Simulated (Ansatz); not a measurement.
`CC[SeH]` + H• → `CC[Se]`• + H₂ at 500 K and 1 bar (hydrogen abstraction from the Se–H bond).

Computed with Ansatz on PBE0-D4/def2-TZVP structures; ΔE is electronic, products minus reactants. CCSD(T)/CBS is the MP2 limit (def2-TZVPP, def2-QZVPP) plus CCSD(T) − MP2 in def2-TZVPP, frozen cores. This one scheme is used for every species, atoms too. No spin–orbit coupling; open shells (•) take unrestricted orbitals. For Se outer-core shells are correlated without core-valence functions, so the limit isn't a true one: a few kJ/mol of doubt a bond, and 10 to 20 or more in all where bonds break to atoms. Scalar relativity is left out up to krypton. One conformer a species, not always the lowest.

| species | CCSD(T)/CBS energy (Eh) | H − E (kJ/mol) | S (J/(mol·K)) |
| --- | --- | --- | --- |
| `CC[SeH]` | -2480.41858 | 226.1 | 344.1 |
| H• | -0.50000 | 10.4 | 125.5 |
| `CC[Se]`• | -2479.78318 | 199.3 | 335.1 |
| H₂ | -1.17544 | 41.0 | 145.5 |

H − E and S are ideal-gas, rigid-rotor, harmonic terms from PBE0-D4/def2-TZVP, for one conformer and one mirror image of each species, with the whole ground term of open shells counted as degenerate. For small species the MP2-based limit differs from directly extrapolated CCSD(T) by up to some mEh (0.8 for H₂); such offsets cancel only in part. 1 Eh = 2625.50 kJ/mol, R = 8.31446 J/(mol·K).

Problem. By hand: ΔE, ΔH, ΔS and ΔG.

Solution. ΔE = (-2479.78318) + (-1.17544) − (-2480.41858) − (-0.50000) = -0.04004 Eh = -105.1 kJ/mol. Δ(H − E) = 199.3 + 41.0 − 226.1 − 10.4 = 3.8, so ΔH = -101.3 kJ/mol. ΔS = 335.1 + 145.5 − 344.1 − 125.5 = 11.0 J/(mol·K). ΔG = -101.3 − 500 × (11.0)/1000 = -106.8 kJ/mol.

Problem. By hand: the equilibrium constant, and the temperature at which ΔG would vanish if ΔH and ΔS stayed fixed.

Solution. log₁₀ K = −ΔG/(RT ln 10) = 11.2. ΔH and −TΔS have one sign here, so there is no such temperature.

The number of gas molecules stays the same, so ΔS is small and ΔH decides. A doubt of 5 kJ/mol in ΔE shifts log₁₀ K by 0.5 here. Other conformers and mirror images would add mixing entropy, several J/(mol·K) or more a flexible species. These are equilibria of isolated gas molecules and say nothing of rates. Largest T1 diagnostic: 0.009 (customary marks: 0.02 for closed shells, 0.045 for open ones).

ΔS is within the doubt of such terms, so its sign, and with it that verdict, could turn.
